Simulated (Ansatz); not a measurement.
Reactions of C₃H₅Al (`C[C]1=[CH][AlH]1`).

Calculated with Ansatz (gas phase, PBE0-D4/def2-TZVP geometries, no zero-point term in ΔE). CCSD(T)/CBS adds triple-zeta CCSD(T) − MP2 to the extrapolated MP2 energy (def2 sets, frozen cores). This one scheme is used for every species, atoms too. Functionals use def2-TZVPP. Open shells (•) are unrestricted, without spin–orbit coupling. Spin–orbit coupling would lower the free atoms: a little for Al, C. One conformer a species, not always the lowest.

| reaction | r2SCAN-D4 (kcal/mol) | PBE-D4 (kcal/mol) | ωB97M-V (kcal/mol) | MP2/CBS(def2) (kcal/mol) | CCSD(T)/CBS(def2) (kcal/mol) |
| --- | --- | --- | --- | --- | --- |
| `C[C]1=[CH][AlH]1` + H–F → `F[C]1=[CH][AlH]1` + CH₄ | 3.0 | 3.3 | 4.3 | 10.1 | 7.8 |
| `C[C]1=[CH][AlH]1` → `C#[C][AlH][CH3]` | -13.1 | -10.8 | -15.6 | -17.9 | -17.6 |
| `C[C]1=[CH][AlH]1` + `BS` → `BS[C]1=[CH][AlH]1` + CH₄ | -6.6 | -6.7 | -4.7 | -7.2 | -5.5 |
| `C[C]1=[CH][AlH]1` → Al• + 3 C• + 5 H• | 814.3 | 827.5 | 811.5 | 822.1 | 807.8 |
| `C[C]1=[CH][AlH]1` → `C=[C]1[CH2][AlH]1` | 13.9 | 12.3 | 14.6 | 15.1 | 14.4 |
| `C[C]1=[CH][AlH]1` → `[CH3][Al]1[CH]=[CH]1` | -6.7 | -5.8 | -7.1 | -6.6 | -6.8 |

Largest T1 diagnostic: 0.018, for Al•.
